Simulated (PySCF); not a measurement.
An unknown is described by computed data only.

Formula: C6H13O4P.

- 13C NMR: chemical shifts (computed TMS as zero) by class: 69.9 (1 C), 66.6 (2 C), 36.4 (1 C), 20.9 (1 C), 16.1 (1 C) ppm [GIAO PBE0/pcSseg-1]
- Rotational structure: rotational constants A, B, C: 2.248, 0.470, 0.445 GHz [PBE0-D3(BJ)/def2-SVP]
- Dipole: 3.90 D [wB97X-D/def2-SVPD]
- UV, first state: lowest singlet excitation: 8.02 eV (155 nm, f = 0.004) [TDDFT wB97X-D/def2-SVPD]
- Polarisability: 103.8 au [wB97X-D/def2-SVPD]
- UV, strongest line: among the 10 lowest singlet transitions: S2 at 8.25 eV (150 nm, f = 0.049) [TDDFT wB97X-D/def2-SVPD]
- NMR, other nuclei: isotropic shieldings of nuclei other than C and H, by class: 191 (1 O), 217 (1 O), 238 (2 O), 296 (1 P) ppm [GIAO PBE0/pcSseg-1]
- Triplet: lowest triplet excitation (Tamm–Dancoff): 7.71 eV [TDA wB97X-D/def2-SVPD]

Electronic properties: PySCF, gas phase, density fitting. Levels stand in brackets. Geometry: PBE0-D3(BJ)/def2-SVP, one conformer, isolated molecule. NMR classes are plain means over equivalent atoms (diastereotopic ones count apart unless rotation or inversion swaps them), as if these changed places fast.

Task: Propose a structure and show how it fits.

Result: Numbering: `[CH3:1][CH2:2][CH2:3][CH2:4][O:5][P:6]1(=[O:7])[O:8][CH2:9][CH2:10][O:11]1`. 6 carbons fall into 5 classes; from least to most shielded: chain sp3 carbon bound to oxygen [C4] (69.9 ppm), ring sp3 carbon bound to oxygen [C9/C10] (66.6 ppm, 2 C), chain CH2 carbon [C3] (36.4 ppm), chain CH2 carbon [C2] (20.9 ppm), methyl carbon [C1] (16.1 ppm). The other shieldings belong to: 191 ppm, phosphoryl oxygen [O7]; 217 ppm, oxygen bonded to C and P [O5]; 238 ppm, oxygen bonded to C and P [O8/O11]; 296 ppm, phosphoryl phosphorus [P6]. The optimised geometry has point group C1 and is an asymmetric top. Structure: 2-butoxy-1,3,2-dioxaphospholane 2-oxide (`CCCCOP1(=O)OCCO1`). The assignments are read from this structure; whether some other isomer fits the data as well wasn't checked.
